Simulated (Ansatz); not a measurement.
# Strength of the Ge–Si bond: SiH2(GeH3)2 → GeH3(SiH2) + GeH3

Species: SiH2(GeH3)2, singlet; GeH3(SiH2), doublet; GeH3 `[GeH3]`, doublet. 

Shapes, held fixed at every level: PBE0-D4/def2-TZVP. Programs: Ansatz 0.2.0. The zero-point and thermal change to 298 K, harmonic and unscaled (PBE0-D4/def2-TZVP), is -10.8 kJ/mol.

```json
{"level": "r2SCAN-D4/def2-TZVPP", "kind": "meta-GGA", "ΔH(298 K) (kJ/mol)": "+284.0", "less CCSD(T)/def2-TZVPP": "-15.6", "CPU time (sum over the molecules)": "22 s"}
{"level": "B3LYP-D4/def2-TZVPP", "kind": "global hybrid", "ΔH(298 K) (kJ/mol)": "+289.4", "less CCSD(T)/def2-TZVPP": "-10.2", "CPU time (sum over the molecules)": "19 s"}
{"level": "PBE0-D4/def2-TZVPP", "kind": "global hybrid", "ΔH(298 K) (kJ/mol)": "+295.9", "less CCSD(T)/def2-TZVPP": "-3.7", "CPU time (sum over the molecules)": "14 s"}
{"level": "r2SCAN0-D4/def2-TZVPP", "kind": "global hybrid", "ΔH(298 K) (kJ/mol)": "+283.8", "less CCSD(T)/def2-TZVPP": "-15.8", "CPU time (sum over the molecules)": "24 s"}
{"level": "B2PLYP/def2-TZVPP", "kind": "double hybrid", "ΔH(298 K) (kJ/mol)": "+289.0", "less CCSD(T)/def2-TZVPP": "-10.6", "CPU time (sum over the molecules)": "22 s"}
{"level": "MP2/def2-SVP", "kind": "perturbation theory", "ΔH(298 K) (kJ/mol)": "+285.0", "less CCSD(T)/def2-TZVPP": "-14.6", "CPU time (sum over the molecules)": "–"}
{"level": "CCSD(T)/def2-TZVPP", "kind": "coupled cluster or CI", "ΔH(298 K) (kJ/mol)": "+299.6", "less CCSD(T)/def2-TZVPP": "0.0", "CPU time (sum over the molecules)": "6.6 min"}
```

The highest level, CCSD(T)/def2-TZVPP, gives ΔH(298 K) = +299.6 kJ/mol; the levels span +283.8 to +299.6. The column of differences is taken from that level and isn't an error. No measured value is set beside it here. Open shells run unrestricted unless RO is named. Relativity is left out for Ge unless named. Correlated rows may include outer-core shells of Ge, which these sets cover unevenly. Times are processor times on shared x86 and Arm servers, and rough.
